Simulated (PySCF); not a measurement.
A GIAO shielding run with PySCF (density fitting, non-relativistic, gas phase) on `O=C[C@@H](F)C[SiH2]F`, C$_{3}$H$_{6}$F$_{2}$OSi:

```
$ OMP_NUM_THREADS=1 python probes_run.py task.json out

{"job": {"kind": "nmr", "xc": "PBE0", "basis": "pcSseg-1"}, "charge": 0, "multiplicity": 1}
O     -0.753721     1.647478    -0.658599
C     -1.489216     0.736792    -0.406062
C     -1.016460    -0.536417     0.239080
F     -1.925877    -1.543350    -0.031459
C      0.383710    -0.899393    -0.214403
Si     1.615763     0.515415     0.148624
F      1.081333     1.233180     1.488733
H     -2.569120     0.767077    -0.628096
H     -1.046603    -0.389648     1.329397
H      0.356876    -1.125758    -1.280074
H      0.685741    -1.813285     0.296899
H      2.867144    -0.099617     0.583523
H      1.806041     1.508012    -0.885290
```

Hardware: 1 thread of an Arm Neoverse V2, shared host. The job also computes population analyses, field gradients.

(1) How large is the calculation?

(2) How long does it take, and how much memory does it need?

Answers

(1) 64 electrons, 156 basis functions and 833 auxiliary functions.

(2) 17 s of wall time, with 14 SCF cycles and 5 response iterations; peak memory 0.72 GiB. Times on a shared host scatter by some tens of per cent.
